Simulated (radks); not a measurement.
The boron ion B2+, [He] 2s1. Calculated with a radial shooting solver on a logarithmic mesh with Libxc functionals: non-relativistic Kohn-Sham, LDA (Slater exchange, Perdew-Wang correlation), spin-polarised, spherical densities, point nucleus. Every spin shell is full or empty, so the densities are truly spherical. Functionals are evaluated on that one density, not self-consistently. Rank these orbital-free kinetic functionals by their error against the exact value of the orbitals, and give that value: Thomas-Fermi, TF + vW/9, TF + vW/5, LC94, APBEK, Thakkar, Pearson, LKT, Ernzerhof.

Answer. Exact: 23.0089 hartree. From best to worst, with 100 (|E| - |E exact|)/|E exact| (equal figures are ties): APBEK +0.32, LC94 +0.36, TF + vW/9 +0.56, Thakkar +0.59, Ernzerhof +3.34, Pearson -3.96, TF + vW/5 +9.00, Thomas-Fermi -9.99, LKT +56.13.
